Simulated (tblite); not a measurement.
Isomers of C5H13FSSi2. Computed values, GFN2-xTB/tblite, gas phase, harmonic and unscaled. This tight-binding method is rough: wavenumbers can miss measured ones by several per cent, in bad cases by 10 to 20. Modes of hydrogen on silicon can be 10 to 20 % off. One conformer each.

Electronic energies: GFN2-xTB at the same geometries; isomer energies are rough at this level and their order can be wrong.

```
                         SMILES  electronic energy, lowest = 0 (kJ/mol)
C[C@@H]1[SiH2]SC[C@]1(F)C[SiH3]                                     0.0
    C=C[SiH2][C@](F)(C[SiH3])SC                                   252.0
   C/C=C\[C@H](F)[SiH2]SC[SiH3]                                   139.2
```

How do GFN2-xTB zero-point energies change the relative energies?

| SMILES | ZPE (kJ/mol) | of it from modes above 1550 cm⁻¹ | electronic (kJ/mol) | with ZPE, lowest = 0 (kJ/mol) | lowest mode (cm⁻¹) | rings |
| --- | --- | --- | --- | --- | --- | --- |
| C[C@@H]1[SiH2]SC[C@]1(F)C[SiH3] | 425.8 | 211.8 | 0.0 | 0.0 | 44 | 1 |
| C/C=C\[C@H](F)[SiH2]SC[SiH3] | 414.3 | 223.2 | 139.2 | 127.7 | 15 | 0 |
| C=C[SiH2][C@](F)(C[SiH3])SC | 409.1 | 223.2 | 252.0 | 235.3 | 24 | 0 |

The zero-point energies span 16.7 kJ/mol, from `C=C[SiH2][C@](F)(C[SiH3])SC` to `C[C@@H]1[SiH2]SC[C@]1(F)C[SiH3]`. The order is unchanged.
